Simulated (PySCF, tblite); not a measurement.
Isomers of C9H10O. Computed values, GFN2-xTB/tblite, gas phase, harmonic and unscaled. Errors from tens to a few hundred cm⁻¹ against measured bands are possible. One conformer each.

Electronic energies: PBE0-D3(BJ)/def2-SVP at its own geometries (PySCF, gas phase).

```
            SMILES  electronic energy, lowest = 0 (kJ/mol)
C=C/C=C(\C)c1ccco1                                    58.7
   CO/C=C/c1ccccc1                                     0.0
    COc1cccc2c1CC2                                    31.6
```

How do GFN2-xTB zero-point energies change the relative energies?

| SMILES | ZPE (kJ/mol) | of it from modes above 1550 cm⁻¹ | electronic (kJ/mol) | with ZPE, lowest = 0 (kJ/mol) | lowest mode (cm⁻¹) | rings |
| --- | --- | --- | --- | --- | --- | --- |
| CO/C=C/c1ccccc1 | 423.9 | 211.3 | 0.0 | 0.0 | 28 | 1 |
| COc1cccc2c1CC2 | 427.8 | 199.8 | 31.6 | 35.6 | 84 | 2 |
| C=C/C=C(\C)c1ccco1 | 421.0 | 214.4 | 58.7 | 55.9 | 51 | 1 |

The zero-point energies span 6.8 kJ/mol, from `C=C/C=C(\C)c1ccco1` to `COc1cccc2c1CC2`. The order is unchanged.

And how do the electronic energies of GFN2-xTB itself compare?

`CO/C=C/c1ccccc1` 9.2; `COc1cccc2c1CC2` 0.0; `C=C/C=C(\C)c1ccco1` 49.4 kJ/mol, lowest = 0. Against the energies above, taken from the same isomer `CO/C=C/c1ccccc1`, the largest difference is 40.8 kJ/mol. The two levels were optimised apart and needn't hold the same conformer.

What do entropy and thermal enthalpy add at 298.15 K and 1 bar (rigid rotor, harmonic oscillator, one conformer each)?

```csv
SMILES,point group,symmetry number,S (J/(mol K)),H − H(0) (kJ/mol),ZPE + H − H(0) − TS (kJ/mol)
CO/C=C/c1ccccc1,C1,1,405.2,27.39,330.4
COc1cccc2c1CC2,Cs,1,380.9,25.49,339.7
C=C/C=C(\C)c1ccco1,Cs,1,411.3,28.66,327.0
```
